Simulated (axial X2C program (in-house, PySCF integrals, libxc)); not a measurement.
# KSi⁻: cheaper levels and CCSD(T), 2c

Calculated with an axial X2C code built on PySCF integrals. Two-component (2c) means X2C with spin–orbit coupling and atomic mean-field two-electron Coulomb and Gaunt terms. Basis: K dyall-acv3z [12s13p7d3f], Si dyall-av3z [9s8p3d2f] (cores contracted in-house); Gaussian nuclei, density fitting, unrestricted open shells. Masses: K 38.964 u, Si 27.977 u.

State: Ω = 1 (⟨Sz⟩ = 1.00, ⟨Lz⟩ = 0.00 at HF); fragments K + Si-.

```csv
level,Re (Å),ωe (cm⁻¹),De (eV)
PBE0,3.244,150.9,0.974
HF,3.368,141.7,0.883
CCSD,3.285,149.8,0.927
BP86,3.246,148.3,0.954
```

Correlated methods: 14 electrons correlated (number of frozen shells: K 2 s, 1 p; Si 2 s, 1 p), 258 virtual spin orbitals or spinors in MP2, 90 natural virtuals in coupled cluster.

CCSD(T), same Hamiltonian and basis:

Re = 3.276 Å, ωe = 150.7 cm⁻¹, De = 0.90 eV; T1 = 0.017 (Lee–Taylor normalisation).

Problem. Give the differences from CCSD(T) in the columns below.

Solution. 

| level | ΔRe (Å) | Δωe (cm⁻¹) | ΔDe (eV) |
| --- | --- | --- | --- |
| PBE0 | -0.032 | 0.2 | 0.07 |
| HF | 0.092 | -9.0 | -0.02 |
| CCSD | 0.009 | -0.9 | 0.03 |
| BP86 | -0.030 | -2.4 | 0.05 |

The state is one determinant whose occupation by symmetry is held fixed; it was picked as the lowest of a PBE0 search that is not exhaustive. Dissociation energies refer to the lowest single-determinant-based atoms at the same level and basis. Density functionals use the spin component along the axis (collinear). Coupled cluster ran in a truncated set of natural virtual spinors; the MP2 energy of the rest was added. (T) has no such correction and the atoms are truncated less, which lowers De at CCSD(T) by a hundredth of an eV or more. Other states lie close and PBE0, whose exact exchange favours high spin, may order them wrongly; the determinant shown need not be the ground state. The nearest other 2c determinant of the search, Ω = 2, lies 0.11 eV up at the distance of the search. Without a current term, density functionals place determinants with orbital angular momentum somewhat too high. With several unpaired electrons one determinant need not be a pure state. Open-shell Ω = 0 determinants with evenly filled partner blocks cannot be reached by this program, so the Ω shown need not be the lowest component. This is the Ω = 1 component of a π² triplet; the 0⁺ component is not one determinant and can lie lowest. The highest occupied level of some functionals is positive through self-interaction error; at Hartree–Fock it is bound. The determinant is spin-polarised beyond a pure state at some levels (its spin-free form has ⟨S²⟩ too high), which makes Re and μ there less reliable. Hartree–Fock gets electron affinities wrong, so its lowest charge split need not be the true one.
